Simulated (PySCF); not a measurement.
CH2O3, SMILES O=C(O)O.

Geometry: B3LYP-D3(BJ)/def2-SVP. The values are those of a single conformer.

Method: M06-2X/def2-TZVPD (PySCF).

Symmetry labels are those of the subgroup C2v that the program uses (full group C2v).

Question: List the valence orbital energies around the gap with their symmetry. (An estimate is asked for; the answer gives what the named calculation found.)

Answer: 
| orbital | symmetry | energy (eV) |
|---|---|---|
| HOMO−7 | B2 | -17.37 |
| HOMO−6 | A1 | -16.53 |
| HOMO−5 | B1 | -16.04 |
| HOMO−4 | B2 | -15.23 |
| HOMO−3 | A1 | -13.68 |
| HOMO−2 | A2 | -12.31 |
| HOMO−1 | B1 | -11.16 |
| HOMO | B2 | -10.61 |
| LUMO | A1 | -0.12 |
| LUMO+1 | B2 | 0.55 |
| LUMO+2 | B1 | 1.32 |
| LUMO+3 | A1 | 1.40 |
